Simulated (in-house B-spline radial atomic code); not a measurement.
Checks on a self-consistent run for Pb⁸⁺, [He] 2s1 (2p1/2)2 (2p3/2)3 3s2 3p6 3d10 4s2 4p6 4d10 4f14 5s2 5p6 5d8. Method: Dirac-Hartree-Fock, average of the jj configuration, Fermi nucleus of rms radius 5.5012 fm. Calculated with a B-spline radial code for spherical atoms.

```json
{"orbital": "1s1/2", "q": "2", "ε (Eh)": "-3286.76189", "<1/r>": "101.276", "<r²>": "0.000357055", "small-component weight": "0.097875"}
{"orbital": "2s1/2", "q": "1", "ε (Eh)": "-609.01754", "<1/r>": "25.1984", "<r²>": "0.00532227", "small-component weight": "0.02281"}
{"orbital": "2p1/2", "q": "2", "ε (Eh)": "-586.37941", "<1/r>": "25.1763", "<r²>": "0.00371118", "small-component weight": "0.022947"}
{"orbital": "2p3/2", "q": "3", "ε (Eh)": "-504.23966", "<1/r>": "20.0682", "<r²>": "0.00491374", "small-component weight": "0.020138"}
{"orbital": "3s1/2", "q": "2", "ε (Eh)": "-154.41695", "<1/r>": "9.4144", "<r²>": "0.0336606", "small-component weight": "0.0079474"}
{"orbital": "3p1/2", "q": "2", "ε (Eh)": "-144.39216", "<1/r>": "9.28842", "<r²>": "0.030403", "small-component weight": "0.0078286"}
{"orbital": "3p3/2", "q": "4", "ε (Eh)": "-125.22563", "<1/r>": "7.99495", "<r²>": "0.0364272", "small-component weight": "0.0071184"}
{"orbital": "3d3/2", "q": "4", "ε (Eh)": "-108.62268", "<1/r>": "7.87744", "<r²>": "0.0274043", "small-component weight": "0.0069613"}
{"orbital": "3d5/2", "q": "6", "ε (Eh)": "-104.29436", "<1/r>": "7.56528", "<r²>": "0.0291053", "small-component weight": "0.00673"}
{"orbital": "4s1/2", "q": "2", "ε (Eh)": "-40.54828", "<1/r>": "3.99378", "<r²>": "0.159554", "small-component weight": "0.0027353"}
{"orbital": "4p1/2", "q": "2", "ε (Eh)": "-35.91551", "<1/r>": "3.88786", "<r²>": "0.160375", "small-component weight": "0.0026383"}
{"orbital": "4p3/2", "q": "4", "ε (Eh)": "-31.09134", "<1/r>": "3.44964", "<r²>": "0.188382", "small-component weight": "0.0023674"}
{"orbital": "4d3/2", "q": "4", "ε (Eh)": "-23.35586", "<1/r>": "3.26596", "<r²>": "0.191579", "small-component weight": "0.0021692"}
{"orbital": "4d5/2", "q": "6", "ε (Eh)": "-22.38020", "<1/r>": "3.15769", "<r²>": "0.201587", "small-component weight": "0.0020855"}
{"orbital": "4f5/2", "q": "6", "ε (Eh)": "-11.85028", "<1/r>": "2.85849", "<r²>": "0.209942", "small-component weight": "0.0017549"}
{"orbital": "4f7/2", "q": "8", "ε (Eh)": "-11.61892", "<1/r>": "2.81653", "<r²>": "0.215592", "small-component weight": "0.0017196"}
{"orbital": "5s1/2", "q": "2", "ε (Eh)": "-11.02929", "<1/r>": "1.6726", "<r²>": "0.757518", "small-component weight": "0.00074514"}
{"orbital": "5p1/2", "q": "2", "ε (Eh)": "-9.24983", "<1/r>": "1.57305", "<r²>": "0.837637", "small-component weight": "0.00067515"}
{"orbital": "5p3/2", "q": "4", "ε (Eh)": "-8.25659", "<1/r>": "1.42274", "<r²>": "0.97819", "small-component weight": "0.00059454"}
{"orbital": "5d3/2", "q": "3.2", "ε (Eh)": "-5.57666", "<1/r>": "1.22124", "<r²>": "1.28976", "small-component weight": "0.00045673"}
{"orbital": "5d5/2", "q": "4.8", "ε (Eh)": "-5.42574", "<1/r>": "1.184", "<r²>": "1.35778", "small-component weight": "0.000435"}
```

Electron-electron repulsion V_ee = 7010.2550 hartree.

(1) What total energy follows from the eigenvalues?

(2) Does the Dirac virial theorem hold?

(3) What diamagnetic shielding (Lamb formula) and susceptibility (Langevin formula) do the radii give?

## Answers

(1) The eigenvalues count the repulsion twice, so E = Σqε - V_ee = -12813.321 - 7010.255 = -19823.576 hartree; the run printed -19823.576.

(2) For a point nucleus E = -2c²Σq·w, with w the small-component weight. Here Σq·w = 0.52758 and c = 137.0360, so the ratio E/(-2c²Σq·w) is 1.000444; the finite nucleus accounts for the departure from 1.

(3) σ = (α²/3)Σq<1/r> = 607.622/(3·137.036²) = 10786 ppm, and χ = -0.79199×10⁻⁶·Σq<r²> = -19.55×10⁻⁶ cm³/mol with Σq<r²> = 24.688 bohr². Both are non-relativistic formulas without the paramagnetism of open shells; for so heavy an element the full relativistic shielding is larger by tens of per cent.
